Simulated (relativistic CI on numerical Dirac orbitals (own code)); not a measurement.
## Magnetism of Sm³⁺, 4f5, in a crystal field

Calculated by Dirac-Coulomb-Breit CI, separate exchange-only KLI orbitals for each configuration, QED by a radiative potential, valence Slater integrals scaled by 0.75, one configuration in a parametric crystal field (own radial code).

Field parameters in Wybourne normalisation; cubic f-shell fields have B⁴₄ = √(5/14) B⁴₀ and B⁶₄ = −√(7/2) B⁶₀. The field is a parameter set, without covalency.

S is read from ⟨S²⟩ = S(S + 1).

Powder χT (cm³ K mol⁻¹) by Van Vleck's formula, with temperature-independent terms:

| Field | 2 K | 5 K | 10 K | 20 K | 50 K | 100 K | 200 K | 300 K |
| --- | --- | --- | --- | --- | --- | --- | --- | --- |
| D3d, B20 = 320, B40 = 1260, B43 = -1140, B60 = 410, B63 = 10, B66 = 630 cm⁻¹ | 0.0221 | 0.0298 | 0.0422 | 0.061 | 0.0957 | 0.144 | 0.23 | 0.316 |
| Oh, B40 = 1440, B60 = 140 cm⁻¹ | 0.00327 | 0.00718 | 0.0137 | 0.0267 | 0.0681 | 0.134 | 0.229 | 0.315 |

Problem. For Oh, B40 = 1440, B60 = 140 cm⁻¹: what effective moment follows at 300 K?

Solution. μ_eff = √(8χT) = 1.59 μB. The LS value g√(J(J + 1)) of the free ion's 6H°_5/2 level is 0.85 μB.
